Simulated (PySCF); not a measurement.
Species: C9H16P (charge +1).
Cartesian coordinates in Å at the PBE0-D3(BJ)/def2-SVP level; atoms count from 1:
```
atom  x, y, z in Å
C1     4.422   -1.914   -0.921
C2     3.082   -1.403   -0.794
C3     1.947   -0.970   -0.685
P4     0.374   -0.350   -0.531
C5    -0.696   -0.754    0.882
C6    -2.170   -1.104    0.744
C7    -2.801   -0.979   -0.634
C8    -0.152    0.676    0.867
C9    -1.026    1.891    0.660
C10   -0.240    3.130    0.272
H11    5.085   -1.438   -0.182
H12    4.814   -1.702   -1.928
H13    4.439   -3.003   -0.761
H14   -0.283   -0.078   -1.741
H15   -0.147   -1.395    1.584
H16   -2.287   -2.140    1.095
H17   -2.714   -0.476    1.471
H18   -2.318   -1.655   -1.358
H19   -3.861   -1.264   -0.588
H20   -2.767    0.044   -1.038
H21    0.678    0.836    1.570
H22   -1.556    2.055    1.615
H23   -1.812    1.680   -0.081
H24    0.523    3.377    1.026
H25   -0.906    3.999    0.177
H26    0.273    2.996   -0.694
```

Computed with PySCF at PBE0/pcSseg-1, non-relativistic, on one gas-phase PBE0-D3(BJ)/def2-SVP geometry that isn't relaxed in the solvent. The solvent is an IEF-PCM continuum (cavity from Bondi-type radii × 1.2). Only the electrostatic response of the medium enters.

| run | E − E(gas) (kcal/mol) | HOMO (eV) | HOMO–LUMO gap (eV) |
| --- | --- | --- | --- |
| gas | 0.00 | -11.79 | 6.50 |
| P | -46.11 | -8.18 | 6.57 |
| Q | -37.85 | -8.81 | 6.55 |

The runs were made in acetone and chloroform. Which run belongs to which solvent?

P = acetone, Q = chloroform. The dielectric constants are 4.711 (chloroform), 20.49 (acetone), and the energy falls further as ε rises. In this model the ground state sees the solvent through ε alone.

How constant is the ratio of the lowering to 1 − 1/ε?

```tsv
solvent	1 − 1/ε	E − E(gas) (kcal/mol)	ratio (kcal/mol)	polarisation term (kcal/mol)
chloroform	0.788	-37.85	-48.1	-38.48
acetone	0.951	-46.11	-48.5	-47.30
```

The ratio changes by +0.9 % in size from chloroform to acetone. The polarisation term is half the interaction of the solute with the induced surface charges.
